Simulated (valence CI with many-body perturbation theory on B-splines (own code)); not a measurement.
The numbers below are computed, except where a source is named.
## Energy levels of Zr8+

Level of theory: relativistic CI+MBPT: four valence electrons over a frozen Dirac-Fock core [Ar] 3d10, radial functions for each j: 11 s, 11 p, 9 d, 7 f, 5 g, 2 h, 1 i, with the one-electron correlation potential Σ1 (screened to all orders), the two-electron term Σ2, the three-electron term Σ3, Breit, model QED; selected single and double excitations, second order for the rest, scaled by the run's own slope (own B-spline code, finite nucleus).

No measured spectrum was set against this ion. As an estimate, levels hold to about 250 cm⁻¹ or 0.2 % of their energy and the worst to 1 %, as in measured heavy ions of charge 2 to 7; those with d or f electrons hold less well. Among the levels kept, up to 350 cm⁻¹ of a level comes from second order outside the variational space, and about a tenth of that is noise between levels of different J, which matters for small intervals.

Levels 46 to 73 of 73, with energies above the lowest level, 4s²4p² ³P_0. "Leading %" is the weight of the configuration and term that name the level; weights of strongly mixed levels are sums over their largest components and can fall short.

```
No.  Configuration  Term  J  E (cm⁻¹)  Leading %      g  Second component
 46        4s4p²4d    ⁵P  3    516140         90  1.646    5 % 4s4p²4d ⁵D
 47        4s4p²4d    ⁵P  2    519190         72  1.743   20 % 4s4p²4d ³P
 48        4s4p²4d    ³P  2    520530         57  1.551   21 % 4s4p²4d ⁵P
 49        4s4p²4d    ⁵P  1    521300         94  2.460                  
 50        4s4p²4d    ³P  1    529440         71  1.449       14 % 4p⁴ ³P
 51        4s²4p5s   ³P°  0    529740         96                         
 52        4s²4p5s   ³P°  1    531270         75  1.387  22 % 4s²4p5s ¹P°
 53        4s4p²4d    ³G  3    533810         83  0.769    8 % 4s²4p4f ³G
 54        4s4p²4d    ³P  0    536090         77              16 % 4p⁴ ³P
 55        4s4p²4d    ³G  4    536850         86  1.060    7 % 4s²4p4f ³G
 56        4s4p²4d    ³G  5    540470         88  1.206    7 % 4s²4p4f ³G
 57        4s4p²4d    ³D  2    548050         70  1.110    8 % 4s4p²4d ³F
 58        4s4p²4d    ³D  3    549190         54  1.193   35 % 4s4p²4d ¹F
 59        4s²4p5s   ³P°  2    549210         96  1.501                  
 60        4s4p²4d    ³D  1    549300         87  0.585    5 % 4s4p²4d ³P
 61        4s4p²4d    ¹G  4    553130         76  1.027    10 % 4s²4d² ¹G
 62        4s²4p5s   ¹P°  1    553140         74  1.113  22 % 4s²4p5s ³P°
 63        4s4p²4d    ¹F  3    554200         42  1.146   37 % 4s4p²4d ³D
 64        4s4p²4d    ³F  2    560660         57  0.865   31 % 4s4p²4d ³D
 65        4s4p²4d    ³D  1    564980         95  0.511                  
 66        4s4p²4d    ³F  3    565800         59  1.179   28 % 4s4p²4d ³D
 67        4s4p²4d    ³D  2    567600         69  1.054   11 % 4s4p²4d ³F
 68        4s4p²4d    ¹P  1    568580         64  0.900   23 % 4s4p²4d ³D
 69        4s4p²4d    ³P  0    571250         85            9 % 4s²4d² ³P
 70        4s4p²4d    ³F  3    572250         29  1.179   21 % 4s4p²4d ³D
 71        4s4p²4d    ³P  1    573500         74  1.511    9 % 4s4p²4d ³S
 72        4s4p²4d    ³F  4    573670         80  1.232    6 % 4s²4p4f ³F
 73        4s4p²4d    ³F  2    573680         53  0.753   19 % 4s²4p4f ³F
```

Names give the largest LS component (configuration and term), which can be under half, so a name can repeat, a term be missing and a line seem to break the LS rules; names also repeat where a configuration has a term twice.

Where two levels of one J and parity lie close, their mixing, g and order are uncertain.
